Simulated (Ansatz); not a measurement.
Geometry optimisation, RKS PBE/def2-SVP in Ansatz.

The input (input.yaml):

```yaml
crystal:
  periodic: [false, false, false]
  atoms:
    - { symbol: Ta, position_ang: [0.0, 0.0, 0.0] }
    - { symbol: F, position_ang: [1.93, 0.0, 0.0] }
    - { symbol: O, position_ang: [0.0, 0.0, 2.02] }
    - { symbol: H, position_ang: [-0.2547, -0.9174, 2.3571] }
    - { symbol: F, position_ang: [0.0, 0.0, -1.93] }
    - { symbol: O, position_ang: [-1.01, 1.7493, 0.0] }
    - { symbol: H, position_ang: [-1.4859, 1.8638, 0.8834] }
    - { symbol: O, position_ang: [-1.01, -1.7493, 0.0] }
    - { symbol: H, position_ang: [-1.6563, -1.7655, 0.776] }
basis:
  gaussian: { orbitals: def2-SVP }
hamiltonian:
  xc: pbe
relax:
  f_tol: 0.02
  max_steps: 40
```

Launched with:

```bash
$ ansatz run input.yaml --threads 4 --pin off --max-ram 5120MiB --backend cpu --events-out ev --progress --plain --runs-dir out
```

**Question.** Where does it end, and by what steps?

**Answer.** The run converged. After 10 steps the energy has fallen by 0.771 eV; H4 moved furthest, 0.94 Å.

| step | energy less start (eV) | largest force component (eV/Å) | accepted |
| --- | --- | --- | --- |
| 0 | 0.0000 | 1.999 | yes |
| 1 | -0.3711 | 2.751 | yes |
| 2 | -0.4983 | 2.084 | yes |
| 3 | -0.5452 | 1.779 | yes |
| 4 | -0.7127 | 0.262 | yes |
| 5 | -0.7504 | 0.478 | yes |
| 6 | -0.7508 | 0.653 | yes |
| 7 | -0.7501 | 0.330 | no |
| 8 | -0.7703 | 0.090 | yes |
| 9 | -0.7710 | 0.038 | yes |
| 10 | -0.7711 | 0.016 | yes |

```xyz
9
Properties=species:S:1:pos:R:3
Ta -0.146 -0.068 0.011
F 1.752 -0.219 0.150
O -0.165 -0.240 1.934
H 0.400 -0.347 2.715
F 0.157 0.093 -1.861
O -1.067 1.609 0.059
H -1.420 2.025 0.865
O -1.288 -1.582 -0.240
H -1.709 -2.090 0.474
```

Whether the end is a true minimum wasn't checked by a vibrational analysis.

The run took 24 s on 4 threads of Intel(R) Xeon(R) Platinum 8259CL CPU @ 2.50GHz (Skylake/Cascade Lake), with other jobs on the host, peak memory 0.2 GiB.
